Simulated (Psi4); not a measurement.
F₃Sc, quintet, at a GFN2-xTB geometry of the parent state (such geometries of metal compounds can be far from the true shape) (another spin typed on purpose, not shown lowest); B3LYP/3-21G (Psi4).

Psi4 was given this input:
```
memory 2 GB

molecule {
0 5
Sc    0.00000000   -0.00000000    0.00000000
F    -1.49196408   -0.92465244    0.06317319
F    -0.00096259    1.62400390   -0.66898447
F     1.49292667   -0.69935146    0.60581128
}

set {
  basis 3-21g
  reference uks
}

energy('b3lyp')
print_variables()
```

Q: Write the output that Psi4 gives for this input, abridged.

A: 
```
   => Loading Basis Set <=

    Name: 3-21G
    Role: ORBITAL
    Keyword: BASIS

         ---------------------------------------------------------
                                   SCF
               by Justin Turney, Rob Parrish, Andy Simmonett
                          and Daniel G. A. Smith
                              UKS Reference
         ---------------------------------------------------------

  ==> Geometry <==

    Molecular point group: c2v
    Full point group: C2v

    Geometry (in Angstrom), charge = 0, multiplicity = 5:

       Center              X                  Y                   Z               Mass
    ------------   -----------------  -----------------  -----------------  -----------------
         SC           0.000000000000     0.000000000000     0.000000000000    44.955908280000
         F           -0.000000000000     0.000000000000    -1.756396823825    18.998403162730
         F            0.000000000000    -1.521084272337     0.878198411913    18.998403162730
         F           -0.000000000000     1.521084272337     0.878198411913    18.998403162730

  Running in c2v symmetry.

  Rotational constants: A =      0.19175  B =      0.19175  C =      0.09588 [cm^-1]
  Rotational constants: A =   5748.61938  B =   5748.61935  C =   2874.30968 [MHz]
  Nuclear repulsion =  213.098190528537486

  Charge       = 0
  Multiplicity = 5
  Electrons    = 48
  Nalpha       = 26
  Nbeta        = 22

  ==> Algorithm <==

  SCF Algorithm Type is DF.
  DIIS enabled.
  MOM disabled.
  Fractional occupation disabled.
  Guess Type is SAD.
  Energy threshold   = 1.00e-06
  Density threshold  = 1.00e-06
  Integral threshold = 1.00e-12

  ==> Primary Basis <==

  Basis Set: 3-21G
    Blend: 3-21G
    Number of shells: 26
    Number of basis functions: 56
    Number of Cartesian functions: 56
    Spherical Harmonics?: false
    Max angular momentum: 2

  ==> DFT Potential <==

   => LibXC <=

    Version 7.1.2
    S. Lehtola, C. Steigemann, M. J. T. Oliveira, and M. A. L. Marques,  SoftwareX 7, 1–5 (2018) (10.1016/j.softx.2017.11.002)

   => Composite Functional: B3LYP <=

    B3LYP Hyb-GGA Exchange-Correlation Functional

    P. J. Stephens, F. J. Devlin, C. F. Chabalowski, and M. J. Frisch,  J. Phys. Chem. 98, 11623 (1994) (10.1021/j100096a001)

    Deriv               =              1
    GGA                 =           TRUE
    Meta                =          FALSE

    Exchange Hybrid     =           TRUE
    MP2 Hybrid          =          FALSE

   => Exchange Functionals <=

    0.0800   Slater exchange
    0.7200         Becke 88

   => Exact (HF) Exchange <=

    0.2000               HF

   => Correlation Functionals <=

    0.1900   Vosko, Wilk & Nusair (VWN5_RPA)
    0.8100   Lee, Yang & Parr

   => LibXC Density Thresholds  <==

    XC_HYB_GGA_XC_B3LYP:  1.00E-15

   => Molecular Quadrature <=

    Radial Scheme          =       TREUTLER
    Pruning Scheme         =           NONE
    Nuclear Scheme         =       TREUTLER

    Blocking Scheme        =         OCTREE
    BS radius alpha        =              1
    Pruning alpha          =              1
    Radial Points          =             75
    Spherical Points       =            302
    Total Points           =          88011
    Total Blocks           =            723
    Max Points             =            256
    Max Functions          =             54
    Weights Tolerance      =       1.00E-15

   => Loading Basis Set <=

    Name: (3-21G AUX)
    Role: JKFIT
    Keyword: DF_BASIS_SCF

  ==> Integral Setup <==

  SCF_SUBTYPE=INCORE selected. In-core MEM_DF algorithm will be used.
  Using in-core AOs.

  ==> MemDFJK: Density-Fitted J/K Matrices <==

    J tasked:                   Yes
    K tasked:                   Yes
    wK tasked:                   No
    Algorithm:                 Core
    Schwarz Cutoff:           1E-12
    Mask sparsity (%):       5.7398
    Fitting Condition:        1E-10

   => Auxiliary Basis Set <=

[...]
   @DF-UKS iter  11: -1054.60334626932399   -1.19867e-04   2.40685e-04 DIIS/ADIIS
   @DF-UKS iter  12: -1054.60290445853138    4.41811e-04   2.09069e-04 DIIS/ADIIS
   @DF-UKS iter  13: -1054.60270562901860    1.98830e-04   1.88761e-04 DIIS/ADIIS
   @DF-UKS iter  14: -1054.60269189364112    1.37354e-05   1.99401e-04 DIIS/ADIIS
   @DF-UKS iter  15: -1054.60268296491404    8.92873e-06   3.91710e-05 DIIS
   @DF-UKS iter  16: -1054.60270181917349   -1.88543e-05   1.32302e-05 DIIS
   @DF-UKS iter  17: -1054.60270246271511   -6.43542e-07   2.62699e-05 DIIS
   @DF-UKS iter  18: -1054.60270421762743   -1.75491e-06   2.27837e-05 DIIS
   @DF-UKS iter  19: -1054.60270875225956   -4.53463e-06   2.46179e-05 DIIS
   @DF-UKS iter  20: -1054.60271835241247   -9.60015e-06   2.75270e-05 DIIS
   @DF-UKS iter  21: -1054.60272123837422   -2.88596e-06   7.98238e-06 DIIS
   @DF-UKS iter  22: -1054.60272184176256   -6.03388e-07   4.95583e-06 DIIS
   @DF-UKS iter  23: -1054.60272195682523   -1.15063e-07   2.83454e-06 DIIS
   @DF-UKS iter  24: -1054.60272196277788   -5.95264e-09   1.51930e-06 DIIS
   @DF-UKS iter  25: -1054.60272196511573   -2.33786e-09   6.03858e-08 DIIS
  Energy and wave function converged.

  ==> Post-Iterations <==

   Electrons on quadrature grid:
      Nalpha   =   26.0000294433 ; deviation = 2.944e-05
      Nbeta    =   22.0000168359 ; deviation = 1.684e-05
      Ntotal   =   48.0000462792 ; deviation = 4.628e-05

   @Spin Contamination Metric:   6.507538530E-03
   @S^2 Expected:                6.000000000E+00
   @S^2 Observed:                6.006507539E+00
   @S   Expected:                2.000000000E+00
   @S   Observed:                2.000000000E+00

    Orbital Energies [Eh]
    ---------------------

    Alpha Occupied:

[...]
    Alpha Virtual:

[...]
    Beta Occupied:

[...]
      11A1    -0.403581

    Beta Virtual:

[...]
      27A1    12.330810

    Final Occupation by Irrep:
             A1    A2    B1    B2
    DOCC [    11,    1,    4,    6 ]
    SOCC [     2,    0,    1,    1 ]
    NA   [    13,    1,    5,    7 ]
    NB   [    11,    1,    4,    6 ]

  @DF-UKS Final Energy: -1054.60272196511573

   => Energetics <=

    Nuclear Repulsion Energy =            213.0981905285374864
    One-Electron Energy =               -1878.9888208552099513
    Two-Electron Energy =                 668.0062420489915667
    DFT Exchange-Correlation Energy =     -56.7183336874348143
    Empirical Dispersion Energy =           0.0000000000000000
    VV10 Nonlocal Energy =                  0.0000000000000000
    Total Energy =                      -1054.6027219651157338

  UHF NO Occupations:
  HONO-2 :   13 A1 1.0000000
  HONO-1 :    5 B1 1.0000000
  HONO-0 :    7 B2 1.0000000
  LUNO+0 :   14 A1 0.0021088
  LUNO+1 :    8 B2 0.0006344
  LUNO+2 :   15 A1 0.0002308
  LUNO+3 :   16 A1 0.0000542

Computation Completed

Properties will be evaluated at   0.000000,   0.000000,   0.000000 [a0]

Properties computed using the SCF density matrix

 Multipole Moments:

 ------------------------------------------------------------------------------------
     Multipole            Electronic (a.u.)      Nuclear  (a.u.)        Total (a.u.)
 ------------------------------------------------------------------------------------

 L = 1.  Multiply by 2.5417464519 to convert [e a0] to [Debye]
 Dipole X            :          0.0000000            0.0000000            0.0000000
 Dipole Y            :          0.0000000            0.0000000            0.0000000
 Dipole Z            :         -0.0175388            0.0000000           -0.0175388
 Magnitude           :                                                    0.0175388

 ------------------------------------------------------------------------------------

  Variable Map:
  ----------------------------------------------------------------------------
[...]
  Array Variable Map:
  ----------------------------------------------------------------------------
[...]
[...]
```
